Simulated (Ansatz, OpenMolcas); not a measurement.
## CuOH (SMILES [Cu]O): the electronic atomisation energy, rung by rung

CuOH: 3 atoms, total charge 0, spin state singlet. SMILES: `[Cu]O`. The coordinates come from a PBE0-D4/def2-TZVP relaxation.

```xyz
3

Cu   -1.1528    0.2853   -0.5969
O     0.4129    0.3078    0.2600
H     0.7399   -0.5931    0.3369
```

Quantity: the electronic atomisation energy, in eV. The values are calculated. Electronic energies at fixed atoms, without zero-point motion or spin-orbit coupling.

```
          level                   kind     program  value (eV)  less CCSD(T)/cc-pVTZ  CPU time (all runs)
    PBE/cc-pVTZ                    GGA  OpenMolcas        8.12                 +0.60                 65 s
 revPBE/cc-pVTZ                    GGA      Ansatz        7.73                 +0.21                 15 s
  M06-L/cc-pVTZ               meta-GGA  OpenMolcas        7.79                 +0.27                 85 s
 r2SCAN/cc-pVTZ               meta-GGA      Ansatz        7.92                 +0.40                 27 s
  BHLYP/cc-pVTZ          global hybrid  OpenMolcas        6.93                 -0.59                 57 s
    MP2/cc-pVTZ    perturbation theory      Ansatz        7.95                 +0.43                 19 s
CCSD(T)/cc-pVTZ  coupled cluster or CI      Ansatz        7.52                  0.00                 53 s
   CCSD/cc-pVTZ  coupled cluster or CI      Ansatz        7.29                 -0.23                 47 s
```

CCSD(T)/cc-pVTZ is the highest level here, not the true value. The values span 6.93 to 8.12 eV. Times are those of the runs behind each value, whatever else they computed, on shared processors of several kinds: orders of magnitude only.
